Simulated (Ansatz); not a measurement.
`CC[Si]N` → `N[SiH]` + `C=C` at 500 K and 1 bar (β-hydride elimination).

Isolated molecules relaxed with PBE0-D4/def2-TZVP in Ansatz; ΔE leaves out vibrations. CBS: MP2 limit from def2 TZ/QZ plus the TZ coupled-cluster correction, frozen cores. This one scheme is used for every species. One conformer a species, not always the lowest.

| species | CCSD(T)/CBS energy (Eh) | H − E (kJ/mol) | S (J/(mol·K)) |
| --- | --- | --- | --- |
| `CC[Si]N` | -424.09714 | 282.2 | 375.3 |
| `N[SiH]` | -345.56329 | 110.7 | 274.5 |
| `C=C` | -78.48111 | 155.1 | 245.3 |

H − E and S are ideal-gas, rigid-rotor, harmonic terms from PBE0-D4/def2-TZVP, for one conformer and one mirror image of each species. 1 Eh = 2625.50 kJ/mol, R = 8.31446 J/(mol·K).

By hand: ΔE, ΔH, ΔS and ΔG.

ΔE = (-345.56329) + (-78.48111) − (-424.09714) = 0.05274 Eh = 138.5 kJ/mol. Δ(H − E) = 110.7 + 155.1 − 282.2 = -16.4, so ΔH = 122.1 kJ/mol. ΔS = 274.5 + 245.3 − 375.3 = 144.5 J/(mol·K). ΔG = 122.1 − 500 × (144.5)/1000 = 49.8 kJ/mol.

By hand: the equilibrium constant, and the temperature at which ΔG would vanish if ΔH and ΔS stayed fixed.

log₁₀ K = −ΔG/(RT ln 10) = -5.2. ΔG = 0 at ΔH/ΔS = 845 K.

The number of gas molecules changes by +1, which sets the sign of ΔS. A doubt of 5 kJ/mol in ΔE shifts log₁₀ K by 0.5 here. Other conformers and mirror images would add mixing entropy, several J/(mol·K) or more a flexible species. These are equilibria of isolated gas molecules and say nothing of rates. Largest T1 diagnostic: 0.015 (customary marks: 0.02 for closed shells, 0.045 for open ones).
